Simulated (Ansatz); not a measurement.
System: C₄H₃O₂, charge 0, multiplicity 2. It need not be the lowest isomer of its formula. SMILES: c1coc(O)[c]1
Geometry from a B3LYP-D3(BJ)/def2-TZVP (Ansatz, an electronic-structure program) optimisation:
```
O
C 1 1.3629
O 2 1.3382 1 117.59
H 3 0.9656 2 108.99 1 0.00
C 2 1.3459 3 133.39 4 180.00
C 1 1.3836 2 106.93 3 -180.00
C 6 1.3550 1 110.31 2 0.00
H 6 1.0743 7 134.10 5 180.00
H 7 1.0761 6 126.73 8 0.00
```
Charge 0, spin multiplicity 2.

Property: atomisation energy (electronic, to ground-state atoms), in kJ/mol. Cores are frozen in the correlated levels unless marked. UHF or UKS for open shells. No spin-orbit coupling. Non-relativistic. The coupled-cluster limit lacks core correlation, which all-electron functionals hold. CBS marks a two-point X^-3 extrapolation of the correlation energy; Hartree-Fock from the larger set.

The UHF reference is spin-contaminated (<S^2> 0.29 over the pure value in the largest basis). 

| level | program | atomisation energy (kJ/mol) |
|---|---|---|
| PBE-D4/def2-TZVPD | Ansatz + dftd4 | … |
| r2SCAN-D4/def2-TZVPD | Ansatz + dftd4 | 4109.1 |
| r2SCAN0/def2-TZVPD | Ansatz | 3988.6 |
| HSE06-D3(BJ)/def2-TZVPD | Ansatz + dftd3 | … |
| LC-wPBE-D3(BJ)/def2-TZVPD | Ansatz + dftd3 | 4108.5 |
| RPA@PBE/cc-pVTZ | Ansatz | 3680.8 |
| CCSD(T)/CBS(cc-pVTZ,cc-pVQZ) | Ansatz | 4035.5 |

**Question.** Complete the blanks.

**Answer.** 
- PBE-D4/def2-TZVPD, atomisation energy (kJ/mol): 4274.9
- HSE06-D3(BJ)/def2-TZVPD, atomisation energy (kJ/mol): 4129.9
